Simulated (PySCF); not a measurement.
How the method changes the constants of Ge2

State: ³Σg⁻ (triplet), unpaired electrons π ↑↑. Set-up: Ge pcseg-1; no relativity (PySCF 2.14). De refers to Ge + Ge in their high-spin ground configurations, without counterpoise correction. The functionals are run spin-unrestricted.

```json
{"Level": "UHF", "Re (Å)": "2.352", "ωe (cm⁻¹)": "329", "De (eV)": "1.38", "CPU s a point (SCF and correlation, without the integrals)": "0.13"}
{"Level": "UHF-MP2", "Re (Å)": "2.409", "ωe (cm⁻¹)": "288", "De (eV)": "2.50", "CPU s a point (SCF and correlation, without the integrals)": "0.23"}
{"Level": "UHF-SCS-MP2", "Re (Å)": "2.399", "ωe (cm⁻¹)": "295", "De (eV)": "2.30", "CPU s a point (SCF and correlation, without the integrals)": "n/a"}
{"Level": "UHF-CCSD", "Re (Å)": "2.411", "ωe (cm⁻¹)": "291", "De (eV)": "2.34", "CPU s a point (SCF and correlation, without the integrals)": "n/a"}
{"Level": "UHF-CCSD(T)", "Re (Å)": "2.426", "ωe (cm⁻¹)": "281", "De (eV)": "2.49", "CPU s a point (SCF and correlation, without the integrals)": "3.4"}
{"Level": "PBE", "Re (Å)": "2.430", "ωe (cm⁻¹)": "273", "De (eV)": "3.18", "CPU s a point (SCF and correlation, without the integrals)": "0.51"}
{"Level": "BLYP", "Re (Å)": "2.457", "ωe (cm⁻¹)": "260", "De (eV)": "3.05", "CPU s a point (SCF and correlation, without the integrals)": "0.39"}
{"Level": "r²SCAN", "Re (Å)": "2.393", "ωe (cm⁻¹)": "289", "De (eV)": "3.09", "CPU s a point (SCF and correlation, without the integrals)": "0.63"}
{"Level": "r²SCANh", "Re (Å)": "2.383", "ωe (cm⁻¹)": "296", "De (eV)": "3.01", "CPU s a point (SCF and correlation, without the integrals)": "0.65"}
{"Level": "PBE0", "Re (Å)": "2.389", "ωe (cm⁻¹)": "295", "De (eV)": "2.95", "CPU s a point (SCF and correlation, without the integrals)": "1.2"}
{"Level": "M06", "Re (Å)": "2.404", "ωe (cm⁻¹)": "286", "De (eV)": "3.10", "CPU s a point (SCF and correlation, without the integrals)": "0.64"}
{"Level": "HSE06", "Re (Å)": "2.395", "ωe (cm⁻¹)": "292", "De (eV)": "3.02", "CPU s a point (SCF and correlation, without the integrals)": "1.6"}
```

Q: Which functional lies closest to UHF-CCSD(T) in De, which farthest, and by how much do they differ from it?

A: Closest is PBE0 (-3.7 pm in Re, +5.0 % in ωe, +0.46 eV in De against UHF-CCSD(T) in the same basis), farthest PBE (+0.4 pm in Re, -2.8 % in ωe, +0.69 eV in De). CCSD(T) converges more slowly with the basis than the functionals do and binds too weakly in this one, so the order can change at the basis-set limit.

Q: What does a quarter of exact exchange do here, going from PBE to PBE0?

A: PBE0 less PBE: -4.1 pm in Re, +8.1 % in ωe, -0.23 eV in De. Exact exchange removes part of the self-interaction that spreads semilocal densities, and in most molecules shortens and stiffens the bond and lowers De; so it does here.

Q: What does the step from GGA to meta-GGA do here, going from PBE to r²SCAN?

A: r²SCAN less PBE: -3.7 pm in Re, +5.9 % in ωe, -0.09 eV in De. 

Correlated steps freeze 18 core orbitals. Correlated levels converge slowly with the basis: in double zeta they bind strong bonds too weakly, by up to about 1 eV, and carry superposition errors of some tenths. Spin–orbit coupling is left out. The state was picked by a PBE0 search and need not be the measured ground state.

The whole job (state search and all levels along the bond) took about 2.4 min on 1 thread of Oxide Virtual Turin-like (shared host), peak memory 0.64 GiB.
